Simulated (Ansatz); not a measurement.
Mulliken charges of FH$_{5}$InNSi, SMILES `N[SiH2][InH][F]` from ωB97M-V/def2-TZVPP in Ansatz (PBE0-D4/def2-TZVP geometry).

```
atom   x (Å)   y (Å)   z (Å)  charge (e)
  N1  -0.616   1.342  -0.330      -0.362
 Si2   0.823   0.431  -0.479       0.207
 In3   0.028  -1.776   0.529       0.594
  F4  -1.696  -1.129   1.286      -0.534
  H5  -1.341   1.010   0.288       0.153
  H6  -0.687   2.323  -0.537       0.108
  H7   1.267   0.294  -1.895      -0.037
  H8   2.009   0.950   0.268      -0.049
  H9   0.213  -3.443   0.869      -0.079
```

By hand: the dipole of these point charges (1 e Å = 4.8032 D).

Σ q r = (0.874, -0.229, -0.378) e Å, of length 0.979 e Å = 4.70 D.

How does the dipole of the full density compare? (Estimate.)

Ansatz gave: (0.449, 0.087, -0.218) e Å, 2.43 D; the point charges give 1.93 times that, at 24° from its direction.

Point charges leave out the atoms' own dipoles, such as those of lone pairs, and Mulliken's split depends on the basis, so the two needn't agree.
